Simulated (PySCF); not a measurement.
Ga(AsH2)(F)2 (AsF₂GaH₂), SMILES [F][Ga]([F])[AsH2].

The structure is a stationary point at r2SCAN-D4/def2-SVP. The structure was generated by enumeration; whether it is a known compound was not checked.

Two levels are set side by side: PBE/def2-TZVP (PySCF) and M06-2X/def2-TZVP (PySCF). Same geometry, gas phase. Differences are taken from unrounded values.

| quantity | M06-2X |
|---|---|
| orbital gap (eV) | 8.74 |
| highest occupied level (eV) | -9.56 |
| lowest empty level (eV) | -0.82 |
| dipole moment (D) | 3.34 |
| mean polarisability (bohr³) | 54.8 |

### Question
What does PBE give, and how far is it from M06-2X? (An estimate is asked for; the answer gives what the named calculation found.)

### Answer

| quantity | PBE | PBE minus M06-2X |
|---|---|---|
| orbital gap (eV) | 5.08 | -3.67 |
| highest occupied level (eV) | -7.41 | 2.15 |
| lowest empty level (eV) | -2.33 | -1.52 |
| dipole moment (D) | 3.23 | -0.11 |
| mean polarisability (bohr³) | 58.5 | 3.6 |

Without exact exchange PBE keeps part of each electron's self-repulsion, which lifts occupied levels and narrows the gap. Loosely held outer electrons make PBE densities more polarisable. Differences between two approximate levels are no errors against the true value.

Rough cost on one machine, each run with all the roots and properties that it gave: M06-2X against PBE about 3 times.
